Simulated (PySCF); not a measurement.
Species: C₄H₁₁BS.
Atom-mapped SMILES: `[CH3:1][B:2]([CH3:3])[CH2:4][CH2:5][SH:6]` (hydrogens: H7, H8, H9 on C1; H10, H11, H12 on C3; H13, H14 on C4; H15, H16 on C5; H17 on S6)

Structure used (PBE0-D3(BJ)/def2-SVP), in Å, numbered top down from 1:
```
atom  x, y, z in Å
C1    -1.236    1.769    0.202
B2    -0.591    0.335    0.176
C3    -1.483   -0.926   -0.124
C4     0.951    0.187    0.484
C5     1.582   -1.190    0.391
S6     3.321   -1.284    0.933
H7    -0.552    2.592    0.456
H8    -1.685    1.980   -0.785
H9    -2.086    1.784    0.907
H10   -1.478   -1.589    0.760
H11   -1.047   -1.535   -0.935
H12   -2.531   -0.705   -0.376
H13    1.490    0.904   -0.166
H14    1.107    0.604    1.499
H15    1.502   -1.602   -0.627
H16    1.066   -1.905    1.052
H17    3.810   -0.406    0.030
```

Computed at PBE0/pcSseg-1 (PySCF, non-relativistic), with Q(11B) = 0.04059 b, Q(33S) = −0.0678 b: B2, 11B (I = 3/2): χzz = 5.627 MHz, η = 0.017; S6, 33S (I = 3/2): χzz = 46.51 MHz, η = 0.621.

(1) Find the zero-field quadrupole resonance frequencies of 11B at B2.

(2) Find the zero-field quadrupole resonance frequencies of 33S at S6.

Results:

(1) From ν = (|χ|/2)√(1 + η²/3): ν = 2.813 MHz (three-coordinate boron).

(2) From ν = (|χ|/2)√(1 + η²/3): ν = 24.70 MHz (thiol sulfur).

In a crystal, neighbours and librations shift these lines. Geometry: PBE0-D3(BJ)/def2-SVP, one conformer, isolated molecule. With so small a basis the couplings can be 20 % off.
